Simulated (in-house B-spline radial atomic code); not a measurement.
**Response and correlation of the tin ion Sn²⁺**

Closed shell [Kr] 4d10 5s2. Computed with an all-electron radial atomic-structure program (B-spline basis): Dirac-Hartree-Fock, relativistic RPA (time-dependent Dirac-Hartree-Fock) for the response and second-order many-body perturbation theory for correlation, no-pair Dirac-Coulomb Hamiltonian, finite nucleus.

```json
{"multipole (bohr³, bohr⁵, bohr⁷)": "dipole", "uncoupled": "16.413", "coupled RPA": "?"}
{"multipole (bohr³, bohr⁵, bohr⁷)": "quadrupole", "uncoupled": "46.826", "coupled RPA": "61.854"}
{"multipole (bohr³, bohr⁵, bohr⁷)": "octupole", "uncoupled": "368.48", "coupled RPA": "472.5"}
```

Problem. What is the coupled dipole polarisability?

Solution. 17.902 atomic units, +9 % against the uncoupled value.

Problem. Which subshells carry the dipole polarisability?

Solution. 5s1/2 98.2 %, 4d5/2 1.2 %, 4d3/2 0.7 %.

Problem. What does the dipole shielding factor come to?

Solution. The dipole shielding factor is 0.960, against the exact N/Z = 48/50 = 0.960 of the non-relativistic theorem.

Dipole polarisability at imaginary frequency:

| u (Eh) | α(iu) (bohr³) |
| --- | --- |
| 0 | 17.9 |
| 0.104 | 16.52 |
| 0.26 | 12.06 |
| 0.52 | 6.907 |
| 0.779 | 4.63 |
| 1.04 | 3.465 |
| 1.56 | 2.295 |
| 2.08 | 1.68 |
| 2.6 | 1.293 |
| 3.64 | 0.8341 |
| 5.2 | 0.4965 |
| 7.79 | 0.2631 |
| 10.4 | 0.1648 |
| 15.6 | 0.08542 |
| 26 | 0.03748 |
| 52 | 0.01181 |

Problem. What dispersion coefficients follow for two such ions (the dispersion part alone)?

Solution. C6 = (3/π)∫α(iu)²du = 103.5 hartree·bohr⁶ and C8 = 2220 hartree·bohr⁸.

Lowest J = 1 odd-parity excitations:

```
energy (eV)  oscillator strength  leading channel  weight
     4.8675              0.00396     5s1/2 → p1/2    0.74
      9.021                 1.64     5s1/2 → p3/2   0.719
     18.365              0.00246     5s1/2 → p1/2   0.834
      18.81              0.00643     5s1/2 → p3/2   0.831
     22.638              0.00178     5s1/2 → p1/2   0.862
     22.815               0.0109     5s1/2 → p3/2    0.86
     25.269              0.00207     5s1/2 → p1/2   0.874
     25.426               0.0182     5s1/2 → p3/2   0.873
```

For an outer ns² shell RPA puts the lowest triplet far too low, and second order misses the ns²-np² near-degeneracy.

Second-order correlation energy by the highest angular momentum of the excited pair (hartree): s -0.02502, p -0.2589, d -0.707, f -1.13, g -0.3567, h -0.1566, i -0.07144, k -0.03656.

Problem. What is the second-order correlation energy at the partial-wave limit?

Solution. The listed waves sum to -2.7419 hartree; extrapolating the increments as (l + 1/2)⁻⁴ gives -2.8167 hartree, -1.6 eV per electron.
